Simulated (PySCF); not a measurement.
Be(NH2)2 (BeH4N2), SMILES [NH2][Be][NH2]. Heavy atoms are numbered as in [Be:1]([NH2:2])[NH2:5]. Hydrogens are named by the atom that carries them.

Coordinates come from a r2SCAN-D4/def2-TZVP optimisation. Other conformers were not sampled.

These are PBE0/def2-TZVPD in PySCF values and carry that method's errors.

Mulliken values depend strongly on the basis, most of all with diffuse functions as here. ESP charges are fitted to the potential on shells at 1.4 to 2.0 van der Waals radii. Atomic charges (e), one atom of each kind:

| atom | Mulliken | ESP fit |
|---|---|---|
| Be1 | -0.21 | (withheld) |
| N2 (NH2) | -0.30 | (withheld) |
| H on N2 | 0.21 | (withheld) |

Question: Complete the blanks. (Estimate from the structure and the level; the computed values follow.)

Answer: 
- Be1, ESP fit: 1.30
- N2 (NH2), ESP fit: -1.63
- H on N2, ESP fit: 0.49
